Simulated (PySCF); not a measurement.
## Correlation energy of Ar (argon, neutral)

[Ne] 3s2 3p5 3d1, one real determinant (an excited configuration). Computed with PySCF 2.14 in aug-cc-pCVTZ-DK with one added diffuse shell each of s, p, d, f type (9s8p6d4f, 91 functions), with scalar relativity by spin-free X2C-1e. Frozen: 1s2; 16 electrons correlated.

```csv
level,correlation energy (mhartree)
CCSD,-511.68
(T),-8.71
CCSD(T),-520.39
```

Diagnostics: T1 = 0.0089, D1 = 0.0436, largest double amplitude 0.034.

Task: Is a single reference adequate?

Result: Yes: T1 lies below 0.03 and no double amplitude reaches 0.07.

The reference is one real determinant that mixes LS terms of this configuration.
